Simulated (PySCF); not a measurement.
## Indium: a sound run and one with changed settings

Sound run: In+ [Kr] 4d10 5s2, In(2+) [Kr] 4d10 5s1. All numbers are calculated (PySCF 2.14, scalar relativity through the core potential, in cc-pVDZ-PP with ECP28MDF). The sound run starts from symmetry-adapted Hartree-Fock orbitals and uses a fine grid where one is needed.

Changed run: basis STO-3G, all-electron and non-relativistic. This setting is unsound on purpose.

| species | method | sound run (hartree) | changed run (hartree) | converged |
| --- | --- | --- | --- | --- |
| In+ | UHF | -189.01390 | -5682.72828 | yes |
| In+ | PBE | -189.90522 | -5684.03005 | yes |
| In+ | TPSS | -189.82356 | -5684.36312 | yes |
| In(2+) | UHF | -188.38874 | -5682.23005 | yes |
| In(2+) | PBE | -189.20548 | -5683.47291 | yes |
| In(2+) | TPSS | -189.13400 | -5683.81606 | yes |

Ionisation energy of In+:

| method | sound run (eV) | changed run (eV) |
| --- | --- | --- |
| UHF | 17.011 | 13.558 |
| PBE | 19.041 | 15.160 |
| TPSS | 18.764 | 14.886 |

A minimal basis cannot let orbitals breathe on ionisation and holds almost no correlation. The Hamiltonian changed with the basis, so the totals do not compare.

For comparison, NIST gives 18.870 eV between the lowest levels.
